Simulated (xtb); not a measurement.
C2H6NO, SMILES CC(N)=[OH+], charge +1. All values are semi-empirical tight-binding results from xtb (GFN2-xTB unless named), good for trends rather than for accurate numbers. Coordinates come from a GFN2-xTB optimisation. The isomer is the one that the SMILES or the coordinates give; other isomers of the formula were not compared. Other conformers were not sampled.

Optimised geometry:

```xyz
10

C     -1.0073    -0.8036     0.5726
C      0.0449     0.0380    -0.0258
N      1.2999    -0.3015     0.0198
O     -0.2338     1.1502    -0.6246
H     -1.5737    -0.2321     1.3108
H     -0.6035    -1.6895     1.0536
H     -1.7182    -1.1173    -0.1951
H      2.0010     0.2992    -0.4035
H      1.6139    -1.1530     0.4656
H     -1.1745     1.3950    -0.6539
```
Charge +1, spin multiplicity 1.

Computed properties:
| Item | Result |
|---|---|
| point group as xtb finds it | Cs |
| orbital gap | 5.60 eV |
| zero-point energy | 52.0 kcal/mol |
| G − E(el) at 298.15 K (modified RRHO) | 34.9 kcal/mol |
| static polarisability (D4 model) | 37.6 bohr³ |
| solvation energy, GFN2-xTB/ALPB(water) | -67.8 kcal/mol |
| solvation energy, GFN2-xTB/ALPB(acetone) | -60.0 kcal/mol |

Problem. Give the IR lines (harmonic; lines under 4 % of the strongest left out, lines within 3 cm⁻¹ merged). (Estimate from the structure and the level; the computed values follow.)

Solution. ν (cm⁻¹): 481 (w), 556 (w), 652 (m), 733 (vs), 976 (w), 1001 (w), 1110 (m), 1358 (m), 1409 (w), 1418 (m), 1456 (vs), 1629 (vs), 3370 (s), 3396 (m), 3443 (m) (against the strongest line: vs over 80 %, s over 45 %, m over 15 %, w over 4 %, vw less)

Computed atomic charges and the Wiberg bond orders between heavy atoms:
charges (e) C1 -0.18, C2 0.28, N3 -0.15, O4 -0.26, H5 0.14, H6 0.12, H7 0.14, H8 0.27, H9 0.26, H10 0.38. Bond orders C1–C2 1.06, C2–N3 1.52, C2–O4 1.30.
